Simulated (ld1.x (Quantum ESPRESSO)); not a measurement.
**Li: one change to a TM potential, before and after**

| Quantity | Value |
| --- | --- |
| Element | lithium (Li) |
| Generator | ld1.x (Quantum ESPRESSO) 7.5 |
| Type | norm-conserving Troullier–Martins (Kleinman–Bylander form) |
| Functional | PBE |
| Relativity | scalar-relativistic |
| Frozen core | none |
| Valence charge | 3 |
| Reference configuration | 1s2 2s1 2p0 |
| Partial waves | 2p (bound, empty): rc 4.20 bohr; 1s (bound): rc 0.65 bohr |
| Local potential | the s channel |
| Core correction | none |

Occupied shells without a wave of their own: 2s. They enter only through the test configuration that unscreens the potential.

All-electron outer shells of the reference configuration (PBE, scalar-relativistic, ld1.x):

```tsv
shell	level (eV)	outermost node (bohr)	outermost maximum (bohr)
1s	-51.85	–	0.36
2s	-2.87	0.83	3.12
2p	-1.09	–	3.81
```

Change: all radii scaled by about 1.06 (s 0.70, p 4.46 bohr).

Cutoffs: the cutoffs (Ry, on a coarse ladder) from which the occupation-weighted sum of valence levels, in a spherical-Bessel basis at the reference potential, stays within 10 and 1 mRy of its value at 400 Ry; they do not see the model core or the augmentation charge, which bear on the density cutoff. Errors are all-electron minus pseudo energies relative to the spin-unpolarised reference configuration.

**Question.** What does the change do?

**Answer.** Of the 4 tests that both files solve, the error grows in 4 and shrinks in 0 by more than 15 % and 0.3 meV (median size 10.4 → 15.0 meV); neither file shows a bound ghost. More of the atom is replaced by a form fitted at one configuration, so other configurations suffer.

```csv
quantity,base,changed
"cutoff, loose",180 Ry,160 Ry
"cutoff, tight",over 300 Ry,over 300 Ry
bound ghosts,none,none
"error for 1s2 2s0 2p0, meV [ΔE 5.30 eV]",+15,+22
"error for 1s2 2s0.5 2p0, meV [ΔE 2.05 eV]",+5.7,+8.2
"error for 1s2 2s0 2p1, meV [ΔE 1.79 eV]",+5.2,+7.6
"error for 1s1 2s1 2p0, meV [ΔE 68.41 eV]",+87,+116
```
